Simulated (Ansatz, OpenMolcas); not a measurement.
# GaSiH7O (SMILES [SiH3][OH+][GaH3-]): the vertical ionisation energy, rung by rung

GaSiH7O has 10 atoms, charge 0, and is taken as a singlet. As SMILES, `[SiH3][OH+][GaH3-]`. The coordinates come from a PBE0-D4/def2-TZVP relaxation.

```xyz
10

Si   -0.4847    0.6801   -1.2893
O    -0.7722   -0.2337    0.0975
Ga    0.8821   -0.5510    1.4752
H    -1.7671    0.7400   -2.0350
H     0.5560    0.0407   -2.1249
H    -0.0696    2.0132   -0.8145
H    -1.3239   -1.0148    0.0101
H     0.3066    0.1466    2.7603
H     1.8856    0.2535    0.5526
H     0.8703   -2.1256    1.3709
```

Quantity: the vertical ionisation energy (to the doublet cation), in eV. The values are calculated.

```tsv
level	kind	program	value (eV)	CPU time (all runs)
HF/6-31G* (spherical functions)	Hartree–Fock	Ansatz	9.68	14 s
SVWN5/6-31G* (spherical functions)	LDA	Ansatz	9.72	21 s
PBE/6-31G* (spherical functions)	GGA	OpenMolcas	9.67	3.3 min
B3LYP/6-31G* (spherical functions)	global hybrid	Ansatz	10.04	62 s
B3LYP/6-31G* (Cartesian functions)	global hybrid	Ansatz	10.03	63 s
wB97X/6-31G* (spherical functions)	range-separated hybrid	Ansatz	10.34	2.6 min
PBE-QIDH/6-31G* (spherical functions)	double hybrid	Ansatz	10.23	68 s
RPA@PBE0/6-31G* (spherical functions)	RPA	Ansatz	9.90	79 s
CCSD/6-31G* (spherical functions)	coupled cluster or CI	Ansatz	9.93	77 s
```

All-electron rows without a relativistic Hamiltonian named are non-relativistic. The values span 9.67 to 10.34 eV. In the correlated wave-function rows the outer d shell of Ga is correlated, in sets not made for it. CPU times are rough (shared hosts, several kinds of processor and program).
